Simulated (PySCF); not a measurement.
Method: PySCF with B3LYP-D3(BJ)/def2-TZVP. Gas-phase values, no solvent. One relaxed conformer stands for a flexible species; it need not be the lowest. B3LYP has the VWN-RPA correlation part, as in Gaussian. Delta-SCF ions had no search for a lower state. Excitations are Tamm–Dancoff values on a coarser integration grid. The basis has no diffuse functions, so Rydberg states are missing or too high.

Reference species (SMILES): `N(=C/CB)/[H]` (neutral, multiplicity 1).

```json
{
  "S1 excitation (TDA)": "4.60 eV",
  "vertical ionisation energy (Delta-SCF)": "9.89 eV",
  "HOMO–LUMO gap": "5.42 eV",
  "HOMO": "-7.31 eV"
}
```

Changed species: `NBC=C` (C–C–B–N torsion 180°).

**Question.** What does the change do to the S1 excitation (TDA), vertical ionisation energy (Delta-SCF), HOMO–LUMO gap and HOMO?

**Answer.** the S1 excitation (TDA) rises by 1.62 eV, to 6.22 eV; the vertical ionisation energy (Delta-SCF) drops by 0.29 eV, to 9.60 eV; the HOMO–LUMO gap rises by 0.97 eV, to 6.39 eV; the HOMO rises by 0.04 eV, to -7.27 eV.
